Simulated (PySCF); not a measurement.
# Working out the ionisation energy of In⁺

In⁺ [Kr] 4d10 5s2 (1S) → In²⁺ [Kr] 4d10 5s1 (2S). Computed with PySCF 2.14 in def2-TZVPPD with the def2 core potential (28 electrons) (7s5p4d2f, 56 functions), with scalar relativity through the core potential. Frozen: nothing. Energies in hartree (1 hartree = 27.21139 eV):

```tsv
part	In⁺ (lower)	In²⁺ (upper)
UHF	-189.018398	-188.393282
CCSD correlation	-0.292926	-0.234496
(T)	-0.007995	-0.004814
```

**Question.** What does Hartree-Fock give?

**Answer.** (-188.393282) − (-189.018398) = 0.625116 hartree = 17.010 eV.

**Question.** What do CCSD and CCSD(T) give?

**Answer.** The CCSD correlation energies differ by 0.058430 hartree = 1.590 eV and the triples by 0.003181 hartree = 0.087 eV, so CCSD gives 18.600 eV and CCSD(T) 18.687 eV.

Measured between the centres of the two terms (NIST): 18.870 eV, so CCSD(T) (valence and next inner shell) is off by -0.183 eV.

What remains against the reference includes basis incompleteness and higher excitations.
